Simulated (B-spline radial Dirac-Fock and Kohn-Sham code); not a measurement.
**Kohn-Sham estimates against Dirac-Fock for the levels of Re¹¹⁺**

System: Re¹¹⁺, [Kr] 4d10 4f14 5s2 5p2.

The density-functional columns are spherical, spin-unpolarised Dirac-Kohn-Sham results without Breit or QED terms: −ε is minus the orbital energy of the initial state and ΔSCF the difference of two total energies. The reference in the last column comes from ΔSCF Dirac-Fock with Breit, self-energy and vacuum polarisation, finite nucleus, configuration average. All numbers are from a B-spline atomic structure program, in eV; a selection of levels is shown. The Kohn-Sham columns are given as differences from the reference. For the 1s level of heavy atoms much of the gap between ΔSCF and the reference is the Breit and QED part, -365.2 eV here; for other levels the error of the functional can be larger.

```
level  LDA −ε − DF  LDA ΔSCF − DF  Dirac-Fock
    K       -217.6         +353.6     71887.4
   L1       -167.2          -57.6     12747.0
   L2       -118.5          +21.1     12171.5
   L3       -133.2          -12.9     10747.7
   M1        -90.2          -54.5      3147.6
   M2        -72.1          -34.1      2893.1
   M3        -71.5          -36.6      2580.0
   M4        -49.9           -9.0      2158.8
   M5        -51.2          -11.4      2092.1
   N1        -50.1          -31.0       836.7
   N2        -41.9          -22.9       729.7
   N3        -41.9          -23.6       656.5
   N4        -30.0          -12.1       481.5
   N5        -30.1          -12.3       468.0
   N6        -13.6           +3.3       244.7
   N7        -13.8           +2.9       242.2
   O1         -6.8           +4.6       269.1
 O2,3         -7.5           +3.0       226.7
```

Values without a named source are computed, but for edge energies of neutral atoms, which are taken from tables.
